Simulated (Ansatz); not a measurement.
Basis-set series for `[SiH3]/N=[CH]\[GeH3]`. Total charge 0; spin multiplicity 1. Geometry: relaxed with PBE0-D4/def2-TZVP.

Cartesian coordinates in Å:
```
Si 0.1340 1.7286 0.7611
N -0.2067 0.1426 1.3852
C -0.2730 -0.9602 0.7817
Ge -0.0075 -1.3268 -1.1633
H -1.0313 2.5885 1.0801
H 1.3402 2.2299 1.4631
H 0.3766 1.7602 -0.7127
H -0.5060 -1.8540 1.3827
H 1.4070 -0.9138 -1.5976
H -1.0415 -0.5574 -1.9992
H -0.1917 -2.8377 -1.3810
```

```tsv
functional	basis	functions	energy (Eh)	HOMO (eV)	LUMO (eV)
PBE0-D4	def2-TZVPP	250	-2463.07955	-6.67	-1.42
PBE0-D4	def2-QZVPP	483	-2463.14009	-6.69	-1.46
ωB97M-V	def2-TZVPP	250	-2463.38478	-8.88	0.74
ωB97M-V	def2-QZVPP	483	-2463.44326	-8.89	0.64
```

(1) Give the rows for def2-SVP. (Best estimate.)

## Answers

(1) The calculation gave: 
```csv
functional,basis,functions,energy (Eh),HOMO (eV),LUMO (eV)
PBE0-D4,def2-SVP,113,-2462.60573,-6.58,-1.28
ωB97M-V,def2-SVP,113,-2462.90547,-8.76,0.94
```

Positive LUMOs are unbound and depend on the basis. Scalar relativity is left out up to krypton.

Results of the Gaussian-basis code of Ansatz.
